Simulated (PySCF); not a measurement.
CdSe, SMILES [Se]=[Cd].

Coordinates come from a PBE0-D3(BJ)/def2-TZVP optimisation. The def2 effective core potentials stand for the cores of Cd; spin–orbit coupling is left out.

Vertical ionisation energy (IE) and electron affinity (EA) in eV. Rows of orbital energies are one-electron estimates. Where ΔSCF, EOM or ADC give a negative EA the extra electron is unbound and the value depends on the basis.

```json
[
 {"level": "−ε(HOMO), −ε(LUMO), ωB97X/def2-TZVPD (PySCF)", "IE": "8.27", "EA": "2.38"},
 {"level": "−ε(HOMO), −ε(LUMO), HF/def2-TZVPD (PySCF)", "IE": "8.16", "EA": "1.52"}
]
```
